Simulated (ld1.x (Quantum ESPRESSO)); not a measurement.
# Reading a pseudo-wave (gold (Au))

Columns: radius, all-electron u(r) and pseudo u(r) of the 5s shell (level -108.36 eV) of gold in the configuration [Kr] 4d10 4f14 5s2 5p6 5d10 6s1 6p0; BLYP, scalar-relativistic, PAW scheme, ld1.x (Quantum ESPRESSO) 7.5.

```json
{"r (bohr)": "0.108", "all-electron": "0.3541", "pseudo": "0.2759"}
{"r (bohr)": "0.215", "all-electron": "-0.0879", "pseudo": "0.5328"}
{"r (bohr)": "0.322", "all-electron": "-0.6953", "pseudo": "0.7587"}
{"r (bohr)": "0.430", "all-electron": "-0.3125", "pseudo": "0.9428"}
{"r (bohr)": "0.538", "all-electron": "0.3785", "pseudo": "1.0745"}
{"r (bohr)": "0.645", "all-electron": "0.9089", "pseudo": "1.1489"}
{"r (bohr)": "0.752", "all-electron": "1.1833", "pseudo": "1.1683"}
{"r (bohr)": "0.860", "all-electron": "1.2473", "pseudo": "1.1366"}
{"r (bohr)": "0.968", "all-electron": "1.1765", "pseudo": "1.0621"}
{"r (bohr)": "1.075", "all-electron": "1.0388", "pseudo": "0.9569"}
{"r (bohr)": "1.182", "all-electron": "0.8781", "pseudo": "0.8325"}
{"r (bohr)": "1.290", "all-electron": "0.7190", "pseudo": "0.6997"}
{"r (bohr)": "1.398", "all-electron": "0.5760", "pseudo": "0.5705"}
{"r (bohr)": "1.505", "all-electron": "0.4551", "pseudo": "0.4545"}
{"r (bohr)": "1.612", "all-electron": "0.3553", "pseudo": "0.3555"}
{"r (bohr)": "1.720", "all-electron": "0.2742", "pseudo": "0.2742"}
{"r (bohr)": "1.828", "all-electron": "0.2102", "pseudo": "0.2102"}
{"r (bohr)": "1.935", "all-electron": "0.1606", "pseudo": "0.1606"}
{"r (bohr)": "2.042", "all-electron": "0.1222", "pseudo": "0.1222"}
{"r (bohr)": "2.150", "all-electron": "0.0923", "pseudo": "0.0923"}
{"r (bohr)": "2.258", "all-electron": "0.0696", "pseudo": "0.0696"}
{"r (bohr)": "2.365", "all-electron": "0.0525", "pseudo": "0.0525"}
{"r (bohr)": "2.472", "all-electron": "0.0394", "pseudo": "0.0394"}
{"r (bohr)": "2.580", "all-electron": "0.0295", "pseudo": "0.0295"}
{"r (bohr)": "2.688", "all-electron": "0.0221", "pseudo": "0.0221"}
{"r (bohr)": "2.795", "all-electron": "0.0165", "pseudo": "0.0165"}
```

Q: How many radial nodes do the two functions have?

A: The all-electron 5s function has n − l − 1 = 4 (the table is too coarse to show those close to the nucleus); the pseudo-wave has 0, since the states of the same l below it are removed with the core.

Q: At about which radius was the pseudo-wave matched?

A: 1.75 bohr. The columns agree to 0.0005 from 1.61 bohr on; several derivatives are matched, so the curves merge somewhat inside the radius.

Q: Is the pseudo-wave norm-conserving?

A: No, it belongs to a PAW set: the norm inside the radius is not constrained, and the difference is carried by the augmentation charge.
